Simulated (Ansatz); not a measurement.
A search over several starts for the lowest SCF solution of Cr3⁻ at the given spin, in a small basis.

```yaml
crystal:
  periodic: [false, false, false]
  atoms:
    - {symbol: Cr, position_ang: [0.990203, -0.907120, -0.713758]}
    - {symbol: Cr, position_ang: [-0.109450, -0.012208, 1.527450]}
    - {symbol: Cr, position_ang: [-0.880744, 0.919328, -0.813682]}
basis:
  gaussian: {orbitals: def2-SVP, initial_orbitals: start.molden}
total_charge: -1
magnetization: {spin_polarized: true, initial_magnetization: 1}
hamiltonian: {xc: pbe0, dispersion: d4}
output: {orbitals: {seedname: orbitals}}
```

The file start.molden holds the orbitals of an earlier run on this structure, at another level or in another basis.

```sh
$ ansatz run in.yaml --threads 4 --pin off --events-out ev --progress --plain --max-ram 3916MiB
```

It prints (some lines left out):

```
Functional definition: PBE0
1065 factors; integrals over basis functions are off by at most 7.3e-4 eV
mean field evaluation 1: about -85231.5333 eV, gradient 7.5e0 eV
mean field evaluation 2: about -85232.1039 eV, gradient 8.1e-1 eV
mean field evaluation 4: about -85232.1749 eV, gradient 2.1e-1 eV
mean field evaluation 8: about -85232.1769 eV, gradient 4.5e-3 eV
mean field evaluation 16: about -85232.1769 eV, gradient 9.6e-6 eV
mean field evaluation 32: about -85232.1733 eV, gradient 2.1e-1 eV
mean field evaluation 64: about -85177.1844 eV, gradient 2.9e1 eV
mean field evaluation 96: about -84877.7796 eV, gradient 1.2e2 eV
mean field evaluation 128: about -84877.6665 eV, gradient 1.2e2 eV
mean field evaluation 160: about -85063.7612 eV, gradient 7.1e1 eV
mean field evaluation 192: about -85063.5265 eV, gradient 7.1e1 eV
mean field evaluation 224: about -84978.4499 eV, gradient 1.0e2 eV
mean field evaluation 256: about -84977.9812 eV, gradient 1.0e2 eV
mean field evaluation 288: about -85202.9439 eV, gradient 3.7e1 eV
mean field evaluation 320: about -85219.6171 eV, gradient 3.2e1 eV
mean field evaluation 352: about -85211.5954 eV, gradient 3.3e1 eV
mean field evaluation 384: about -85232.6484 eV, gradient 1.5e-1 eV
mean field evaluation 416: about -85232.6315 eV, gradient 3.7e-1 eV
mean field evaluation 448: about -85231.7875 eV, gradient 4.8e-1 eV
mean field evaluation 480: about -85231.7599 eV, gradient 5.1e-1 eV
mean field evaluation 512: about -85232.7914 eV, gradient 7.4e-6 eV
mean field evaluation 544: about -85231.5221 eV, gradient 1.2e1 eV
mean field evaluation 576: about -85229.6113 eV, gradient 1.9e1 eV
mean field evaluation 608: about -85231.6822 eV, gradient 7.2e-1 eV
mean field evaluation 640: about -85232.7951 eV, gradient 1.5e-4 eV
mean field evaluation 672: about -85183.2320 eV, gradient 9.8e1 eV
mean field evaluation 704: about -85232.7937 eV, gradient 8.5e-6 eV
mean field evaluation 736: about -85225.5315 eV, gradient 3.3e1 eV
mean field evaluation 768: about -85186.8790 eV, gradient 7.9e1 eV
mean field evaluation 800: about -84790.3389 eV, gradient 1.8e2 eV
mean field evaluation 832: about -85232.7852 eV, gradient 2.5e-4 eV
mean field evaluation 864: about -85232.7929 eV, gradient 5.7e-1 eV
mean field evaluation 896: about -85232.7861 eV, gradient 1.2e-1 eV
mean field evaluation 928: about -85232.7661 eV, gradient 1.5e-1 eV
a density is far from that of the atoms, so the factors are made again for it
1091 factors; integrals over basis functions are off by at most 2.1e-4 eV
mean field -85232.79421052 eV, -3132.2474143736 hartree, gradient 4.1e-6 eV, S^2 8.101523; 0 other end points of the search recorded, 0 dependent functions left out
reference -85232.79423679 eV, -3132.2474153391 hartree; 37, 36 occupied and 56, 57 virtual orbitals, 1091 factors
Total energy: -85232.90167424 eV, -3132.2513635925 hartree
```

Hardware: 4 threads of Intel Xeon 6975P-C on a shared host. Wall time 77 s.

The charge -1 doublet is spin-contaminated (final ⟨S²⟩ up to 8.10, 0.75 for a pure state). The highest occupied level of the charge -1 doublet lies above zero (up to 0.45 eV). It is a level of β spin, whose loss leaves a triplet; that state wasn't run at this geometry and level. The electron is either unbound and held by the finite basis, or the level is raised by self-interaction error. The geometry of the doublet was relaxed on an unsound state (⟨S²⟩ 7.81, where a pure state has 0.75). At PBE0-D4/def2-TZVPD a sextet of charge -1 lies 2.03 eV below the doublet, each at its own geometry. That sextet is doubtful there (⟨S²⟩ 14.37, where a pure state has 8.75). The structure comes from a short search, and lower isomers may exist.
